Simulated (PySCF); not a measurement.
Method used: PBE0/pcSseg-1 in PySCF (dipole) on a GFN2-xTB geometry, gas phase. Rigid rotors, one computed conformer each.

Species:
1. `n1(cnc(C)c1)[SiH3]`
2. `[CH2:1]=[CH:2][C@:3]1([C:4]#[C:5][CH2:6][CH3:7])[CH:8]=[CH:9][CH2:10]1` with C1–C2–C3–C4 131°
3. `[O:1]=[CH:2][O:3]/[CH:4]=[CH:5]\[O:6][CH:7]=[O:8]` with O1–C2–O3–C4 0°, C2–O3–C4–C5 180°, C4–C5–O6–C7 180°, C5–O6–C7–O8 0°

Rotational constants (MHz) and dipole components (D):

```tsv
set	A	B	C	μa	μb	μc
P	6713	1327	1130	2.74	1.70	0.00
Q	11932	793.4	743.9	0.01	1.88	0.00
R	2273	722.6	625.1	0.28	0.32	0.08
```

Problem. Which set belongs to which species?

Solution. P = 1, Q = 3, R = 2.

- 1 (set P): mass 112.0 u, 7 heavy atoms, longest extent 6.7 Å, Cs, near-prolate asymmetric top, Ia, Ib, Ic = 75.3, 380.9, 447.2 u·Å².
- 2 (set R): mass 132.1 u, 10 heavy atoms, longest extent 8.2 Å, C1, asymmetric top, Ia, Ib, Ic = 222.3, 699.4, 808.5 u·Å².
- 3 (set Q): mass 116.0 u, 8 heavy atoms, longest extent 6.8 Å, C2v, near-prolate asymmetric top, Ia, Ib, Ic = 42.4, 637.0, 679.4 u·Å².

Each constant is 505379 MHz·u·Å² over a principal moment. Point groups hold within 0.08 Å; constants that symmetry makes equal can differ a little in the computed geometry, and forbidden dipole components can keep a residue. No structure here is proved a minimum.
